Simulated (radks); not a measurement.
Problem. Species: Ru. Configuration: [Kr] 4d8 (not the ground configuration). Calculated with a radial shooting solver on a logarithmic mesh with Libxc functionals: Dirac Kohn-Sham, PBE, spin-unpolarised, spherical densities, finite nucleus; open shells are shared between the two j in proportion to 2j + 1; Fermi nuclear charge, rms radius 4.4809 fm. Some entries of the table are withheld. Estimate them.

| orbital | occ. | eigenvalue (eV) | <1/r> (bohr^-1) |
|---|---|---|---|
| 1s1/2 | 2 | -21922.52 | (1) |
| 2s1/2 | 2 | -3148.785 | 10.49 |
| 2p1/2 | 2 | -2909.320 | 10.47 |
| 2p3/2 | 4 | -2778.392 | 9.921 |
| 3s1/2 | 2 | (2) | 3.625 |
| 3p1/2 | 2 | -459.2329 | 3.527 |
| 3p3/2 | 4 | -437.0196 | 3.393 |
| 3d3/2 | 4 | -272.5744 | 3.216 |
| 3d5/2 | 6 | -268.2470 | 3.181 |
| 4s1/2 | 2 | -73.5529 | 1.347 |
| 4p1/2 | 2 | -46.0291 | (3) |
| 4p3/2 | 4 | -42.6811 | (4) |
| 4d3/2 | 3.2 | -3.3327 | 0.7814 |
| 4d5/2 | 4.8 | -3.0391 | 0.7667 |

Solution. 
(1) 1s1/2 <1/r> (bohr^-1): 45.88
(2) 3s1/2 eigenvalue (eV): -552.1450
(3) 4p1/2 <1/r> (bohr^-1): 1.222
(4) 4p3/2 <1/r> (bohr^-1): 1.181
